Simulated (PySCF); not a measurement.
GeH5P.
Numbering: `[PH2:1][GeH3:2]` (hydrogens: H3, H4 on P1; H5, H6, H7 on Ge2)

Structure used (PBE0-D3(BJ)/def2-SVP), in Å, numbered top down from 1:
```xyz
7
GeH5P angstrom
P      1.4486    0.0686    0.5621
Ge    -0.8177    0.1212    0.0347
H      1.8503    0.5710   -0.7144
H      1.6047   -1.2950    0.1627
H     -1.5810   -0.6422    1.1309
H     -1.2735    1.5911    0.0370
H     -1.1329   -0.5070   -1.3357
```

Method used: TDDFT PBE0/def2-SVPD, vertical, gas phase, core orbitals frozen in the response in PySCF 2.14.0, density-fitted response routines. Relativistic effects, spin–orbit coupling among them, are left out although an element past zinc is present.

Transition dipole moments from the ground state, in atomic units and in the frame of the coordinates above (overall signs are arbitrary), for the states with f of 0.002 or more among the lowest 6:

```json
{"state": "S1", "E (eV)": "6.412", "μx": "-0.633", "μy": "0.079", "μz": "-0.007"}
{"state": "S2", "E (eV)": "6.613", "μx": "0.920", "μy": "0.143", "μz": "0.563"}
{"state": "S3", "E (eV)": "6.680", "μx": "0.019", "μy": "0.251", "μz": "-0.123"}
{"state": "S4", "E (eV)": "7.419", "μx": "-0.032", "μy": "-0.170", "μz": "0.072"}
{"state": "S5", "E (eV)": "7.447", "μx": "0.094", "μy": "0.067", "μz": "0.172"}
{"state": "S6", "E (eV)": "7.767", "μx": "-0.753", "μy": "0.059", "μz": "-0.094"}
```

Task: What oscillator strength does each state have?

Result: f = (2/3) ΔE |μ|² with ΔE in hartree (27.2114 eV).

```json
{"state": "S1", "|μ|² (au)": "0.407", "|μ| (D)": "1.62", "f": "0.064"}
{"state": "S2", "|μ|² (au)": "1.183", "|μ| (D)": "2.76", "f": "0.192"}
{"state": "S3", "|μ|² (au)": "0.079", "|μ| (D)": "0.71", "f": "0.013"}
{"state": "S4", "|μ|² (au)": "0.035", "|μ| (D)": "0.48", "f": "0.006"}
{"state": "S5", "|μ|² (au)": "0.043", "|μ| (D)": "0.53", "f": "0.008"}
{"state": "S6", "|μ|² (au)": "0.580", "|μ| (D)": "1.94", "f": "0.110"}
```

Task: What is the point group, and which symmetry does each of these states have?

Result: Cs. Polarised normal to the mirror plane, so A″: S3 and S4. Polarised in the mirror plane, so A′: S1, S2, S5 and S6.

Task: What angle do the transition dipoles of S1 and S3 make?

Result: |cos θ| = |μa·μb| / (|μa| |μb|) = 0.05, so θ ≈ 87° (taken between 0 and 90°, since the signs are arbitrary).

Task: What peak molar absorption coefficient would the strongest computed level give as a lone Gaussian band 0.4 eV wide at half height?

Result: ε(max) = 2.175×10⁸ f / FWHM, with the width in cm⁻¹. S2: 2.175×10⁸ × 0.1917 / 3226 ≈ 13000 L mol⁻¹ cm⁻¹.
